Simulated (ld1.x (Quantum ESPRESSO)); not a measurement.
**Ranking TM semilocal potentials for N (Z = 7)**

All share these settings but for the change named:

nitrogen, norm-conserving Troullier–Martins (semilocal form), made with ld1.x (Quantum ESPRESSO) 7.5 (LDA (PZ), non-relativistic). Core [He], reference 2s2 2p2 (charge +1). Waves: 2p (bound): rc 1.45 bohr; 2s (bound): rc 0.90 bohr. Local part: the s channel. Core correction: none.

Cutoff: the first of the cutoffs (Ry, on a coarse ladder) from which the occupation-weighted sum of valence levels, in a spherical-Bessel basis at the reference potential, stays within 10 and 1 mRy of its value at 400 Ry; the density cutoff is not measured.

The base gives 60 Ry.

Of 11 variants that were run, those that failed, showed a ghost or another fault, or gave nearly equal values are left out.

A variant can come out equal or close to the base.

Question: Rank these variants from softest to hardest (loose cutoff).
A. all radii scaled by about 1.18 (s 1.06, p 1.72 bohr)
B. wave 2p (bound): rc 1.45 bohr becomes 2p (bound): rc 1.16 bohr
C. functional PBE

Answer: A (50 Ry), C (60 Ry), B (80 Ry).
